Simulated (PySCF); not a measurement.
This PySCF input asks for the NMR shieldings of SMILES CSc1ccc[n+]([AlH3-])c1, C6H10AlNS; the geometry comes from GFN2-xTB.

```python
import basis_set_exchange as bse
import numpy as np
from pyscf import gto, dft
from pyscf.prop import nmr

atoms = """
C     2.692756    1.515588    0.414364
S     2.682163    0.020456   -0.612433
C     1.006526   -0.485367   -0.585583
C     0.646108   -1.615972   -1.329695
C    -0.668328   -2.037376   -1.329880
C    -1.599650   -1.324666   -0.587157
N    -1.249572   -0.259799    0.112895
Al   -2.333615    0.938568    1.281708
C     0.002699    0.159177    0.125130
H     2.036472    2.264571   -0.017680
H     2.400800    1.272330    1.431034
H     3.719189    1.869028    0.398626
H     1.402960   -2.140428   -1.893045
H    -0.968578   -2.904522   -1.895933
H    -2.644696   -1.592624   -0.536204
H    -2.011551    2.309060    0.562326
H    -3.744789    0.279120    1.091201
H    -1.537130    0.703599    2.626392
H     0.158432    1.038506    0.736472
"""
names = dict.fromkeys(["C", "S", "N", "Al", "H"], "pcSseg-1")
basis = {el: gto.basis.parse(bse.get_basis(n, elements=[el], fmt="nwchem")) for el, n in names.items()}
mol = gto.M(atom=atoms, basis=basis, charge=0, verbose=0)
mf = dft.RKS(mol, xc="PBE0")
mf.grids.level = 2
mf.grids.alignment = dft.numint.BLKSIZE   # the property module wants whole blocks of grid points
mf.conv_tol = 1e-9
mf.kernel()

calc = nmr.RKS(mf)   # GIAO
C = mf.mo_coeff
Co = C[:, mf.mo_occ > 0]
resp = mf.gen_response(singlet=True, hermi=2)
def vind(x):   # induced exchange potential for any number of trial vectors
    d = np.einsum("pi,xij,qj->xpq", C, 2 * x.reshape(-1, C.shape[1], Co.shape[1]), Co, optimize=True)
    return np.einsum("xpq,pi,qj->xij", resp(d - d.transpose(0, 2, 1)), C, Co, optimize=True).ravel()
mo1, _ = nmr.rhf.solve_mo1(calc, with_cphf=vind)
sigma = calc.kernel(mo1)
for i, s in enumerate(sigma):   # ppm
    w = np.linalg.eigvalsh((s + s.T) / 2)
    print("%2d %-2s iso %8.1f  s11 %8.1f  s22 %8.1f  s33 %8.1f" % (i, mol.atom_pure_symbol(i), w.mean(), *w))
```

**Question.** What does it print?

**Answer.** 
```
 0 C  iso    168.7  s11    160.1  s22    162.3  s33    183.5
 1 S  iso    493.6  s11    349.5  s22    416.7  s33    714.7
 2 C  iso     39.7  s11    -42.8  s22      2.2  s33    159.7
 3 C  iso     44.2  s11    -62.4  s22     22.7  s33    172.4
 4 C  iso     57.3  s11    -51.5  s22     45.8  s33    177.7
 5 C  iso     40.4  s11    -58.4  s22     23.2  s33    156.4
 6 N  iso    -17.2  s11   -187.2  s22   -144.4  s33    279.9
 7 Al iso    417.8  s11    390.0  s22    416.8  s33    446.7
 8 C  iso     38.3  s11    -55.3  s22     18.1  s33    152.0
 9 H  iso     29.1  s11     24.7  s22     26.5  s33     36.0
10 H  iso     29.0  s11     24.6  s22     26.4  s33     36.1
11 H  iso     29.3  s11     23.9  s22     26.6  s33     37.4
12 H  iso     23.8  s11     19.8  s22     22.5  s33     29.1
13 H  iso     24.1  s11     21.0  s22     24.5  s33     26.9
14 H  iso     23.2  s11     18.6  s22     23.8  s33     27.2
15 H  iso     27.1  s11     23.6  s22     27.1  s33     30.6
16 H  iso     27.3  s11     23.4  s22     26.8  s33     31.7
17 H  iso     27.1  s11     23.7  s22     27.0  s33     30.7
18 H  iso     22.9  s11     15.8  s22     20.3  s33     32.4
```

These numbers come from an equivalent density-fitted implementation of the same equations, which agrees with the script to about 0.01 ppm for H and up to a few tenths of a ppm for heavy atoms, so last digits may differ.

Size and cost of the density-fitted run: 217 basis functions, 44 s wall time on 1 thread of an Arm Neoverse V2, shared host; peak memory 1.1 GiB.
